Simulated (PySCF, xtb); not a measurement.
C3H5BO3, SMILES O=C1OCB1CO.

The structure is a stationary point at B3LYP-D3(BJ)/def2-SVP. This is a generated structure with no PubChem entry under its InChIKey; it may be hypothetical. One conformer was computed; it need not be the lowest.

Computed with PySCF 2.14.0 with IEF-PCM-M06-2X/def2-SVP.

The values are the electrostatic part of the solvation free energy, E(continuum) − E(gas) at the gas-phase geometry, in a cavity of scaled van der Waals radii (PySCF's table); cavitation and dispersion terms are not included. In vacuum the orbital gap is 7.46 eV. The dipole moment in vacuum is 4.04 D.

| solvent | ε | ΔG(elec) (kcal/mol) | dipole (D) | gap (eV) |
|---|---|---|---|---|
| water | 78.36 | -10.5 | 5.09 | 7.78 |
| chloroform | 4.71 | -7.4 | 4.79 | 7.70 |
| dichloromethane | 8.93 | -8.8 | 4.94 | 7.74 |

For comparison, GFN2-xTB/ALPB(water) (xtb, at the GFN2-xTB geometry, all terms of that model) gives -8.5 kcal/mol.
